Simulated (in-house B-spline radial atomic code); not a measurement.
Atomic self-consistent-field run: La2+. Level of theory: Dirac-Kohn-Sham LDA VWN5, spherical fractional occupations, Fermi nucleus of rms radius 4.855 fm, inside a hard spherical wall at 2.82 bohr; calculated with an all-electron radial atomic-structure program (B-spline basis).

Command:
```bash
python run_scf.py task.json out
```
Settings (nuclear radius in fm, mass in u):
```
Z                57
configuration    [Xe] 5f1
hamiltonian      dirac
method           lda,vwn
spin_polarised   False
nucleus          fermi
rms_radius       4.855
atomic_mass      138.90636
speed_of_light   137.035999084
wall_radius      2.82
```

Output (hartree, bohr):
```
 radial grid: 60 intervals, B-splines of order 8, outer radius 2.82 bohr

 iter        energy (Eh)    residual
    1       -8483.733680    4.07e-01
    2       -8485.343097    2.35e-01
    3       -8486.625382    3.82e-02
    4       -8486.661622    6.22e-03
    5       -8486.662251    4.21e-03
    6       -8486.662667    2.79e-04
    7       -8486.662669    5.64e-06
    8       -8486.662669    4.20e-07

 total energy                     -8486.66267
 kinetic                            9093.9808
 electron-nucleus                 -20676.0804
 Hartree                            3293.5496
 exchange-correlation               -198.1126

 first-order corrections (not in the total)
   Gaunt                             7.7752
   retardation                      -0.8107
   frequency dependence             -0.0846
   self-energy                       5.3228
   Uehling                          -0.7727
   Wichmann-Kroll                    0.0201

 orbital      occ     eigenvalue          <r>       <r^2>       <1/r>     <1/r^3>       r_max    small
 1s1/2      2.000     -1421.0507     0.025089   0.0008551     61.9557           -     0.01609  4.44e-02
 2s1/2      2.000      -225.9840     0.107064   0.0135808     14.5763           -     0.09118  9.60e-03
 2p1/2      2.000      -213.2249    0.0899409  0.00996749     14.5667           -     0.06951  9.65e-03
 2p3/2      4.000      -198.0627    0.0960392   0.0112337     13.2446     6676.17     0.07468  9.09e-03
 3s1/2      2.000       -48.1336     0.285295   0.0931387     5.24469           -      0.2609  2.92e-03
 3p1/2      2.000       -42.7400     0.274989   0.0878987     5.16133           -      0.2474  2.86e-03
 3p3/2      4.000       -39.7874     0.287076   0.0955698      4.8316     1333.39      0.2587  2.71e-03
 3d3/2      4.000       -30.2994     0.257937   0.0785993     4.69769     217.846      0.2081  2.59e-03
 3d5/2      6.000       -29.6669     0.261728   0.0807834     4.61382     198.806      0.2113  2.55e-03
 4s1/2      2.000        -9.5982     0.656944      0.4875     2.16475           -      0.6097  8.91e-04
 4p1/2      2.000        -7.6193      0.67813    0.523687     2.05972           -      0.6203  8.25e-04
 4p3/2      4.000        -6.9936     0.706144    0.567604     1.95005     283.276       0.645  7.74e-04
 4d3/2      4.000        -3.7513     0.771647    0.692172       1.723     37.6506      0.6708  6.28e-04
 4d5/2      6.000        -3.6442      0.78184    0.710396     1.69584     34.0165      0.6791  6.14e-04
 5s1/2      2.000        -1.4342      1.47186     2.37744    0.892435           -       1.415  2.21e-04
 5p1/2      2.000        -0.8378      1.54656     2.61554    0.840645           -       1.521  2.05e-04
 5p3/2      4.000        -0.7169      1.57705     2.71533    0.820151     56.2837        1.57  2.02e-04
 5f5/2      0.429         1.7364      1.60038     3.03124    0.893384     2.99361       2.005  2.76e-04
 5f7/2      0.571         1.7452      1.59892     3.02792    0.893794     2.96326       2.007  2.76e-04
```

Run time, properties included: 0.5 s on 1 thread of Arm Neoverse V2, with other jobs on the host.

For the Dirac Hamiltonian the kinetic term is c α·p + (β - 1)c².
